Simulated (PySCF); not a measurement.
A calculated (r2SCAN, PySCF 2.14, cc-pVTZ-X2C, scalar relativity by spin-free X2C-1e) atom or ion has these occupied shells.

```csv
shell,electrons,orbital energy (eV),"rms radius, mean of both spins (bohr)"
1s,2,-61132.1,0.0223
2s,2,-10380.8,0.0901
2p,6,-9170.8,0.0815
3s,2,-2349.4,0.231
3p,6,-1980.9,0.232
3d,10,-1520.1,0.212
4s,2,-467.06,0.519
4p,6,-344.99,0.552
4d,10,-180.72,0.604
5s,2,-56.368,1.29
5p,6,-28.510,1.54
6s,2,-4.003,4.26
4f,14,-2.984,0.936
```

**Question.** Name the element and its charge.

**Answer.** Yb (ytterbium, neutral), in [Xe] 4f14 6s2, closed-shell 1S.
